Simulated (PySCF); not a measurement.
(E)-1-chloro-3,3-difluoroprop-1-ene (C₃H₃ClF₂), SMILES FC(F)/C=C/Cl.

Geometry optimised at B3LYP-D3(BJ)/def2-SVP. Other conformers were not sampled.

Method: TDDFT-PBE/def2-SVPD run with PySCF 2.14.0.

Vertical excitations. The molecule is in vacuum.

Computed excitation energies, oscillator strengths and character:
```
state  energy (eV)  λ (nm)      f                          main pairs
-----  -----------  ------  -----  ----------------------------------
S1            5.93     209  0.009                    HOMO−1→LUMO 97 %
S2            6.12     203  0.271                      HOMO→LUMO 83 %
S3            6.39     194  0.010                    HOMO→LUMO+1 96 %
S4            6.68     186  0.000                    HOMO−2→LUMO 99 %
S5            7.18     173  0.000                    HOMO→LUMO+2 98 %
S6            7.35     169  0.003                    HOMO→LUMO+3 99 %
S7            7.45     166  0.007                  HOMO−1→LUMO+1 96 %
S8            7.77     160  0.005                    HOMO→LUMO+4 98 %
S9            7.80     159  0.001  HOMO−4→LUMO 83 %, HOMO−3→LUMO 16 %
S10           7.98     155  0.054                  HOMO−2→LUMO+1 93 %
T1            4.09     303      0                      HOMO→LUMO 97 %
T2            5.77     215      0                    HOMO−1→LUMO 99 %
T3            5.95     209      0                    HOMO→LUMO+1 99 %
T4            6.40     194      0                   HOMO−2→LUMO 100 %
```
Triplets are in the Tamm–Dancoff approximation, which puts them higher than full response would, so one can lie above its singlet here.
